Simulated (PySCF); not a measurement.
V(O)(F)3, SMILES [O]=[V]([F])([F])[F] (F₃OV) (B3LYP/def2-SVP optimised geometry):

```
5

V     -0.608    -0.733     0.000
O     -1.100     0.733     0.000
F      1.100    -0.733     0.000
F     -1.198    -1.501    -1.407
F     -1.200    -1.502     1.406
```

Level of theory: B3LYP/def2-TZVP run with PySCF.

What are the frontier orbital energies and the dipole moment?

HOMO-2 -11.77 eV, HOMO-1 -11.16 eV, HOMO -11.16 eV, LUMO -4.41 eV, LUMO+1 -4.40 eV; dipole moment 0.30 D.

On the same geometry PySCF 2.14.0 with PBE/def2-TZVP gives HOMO-2 -10.05 eV, HOMO-1 -9.56 eV, HOMO -9.56 eV, LUMO -4.89 eV, LUMO+1 -4.89 eV; dipole moment 0.41 D.

Meta-Löwdin charges at B3LYP/def2-TZVP: V1 1.59, O2 -0.34, F3 -0.41, F4 -0.42, F5 -0.42.
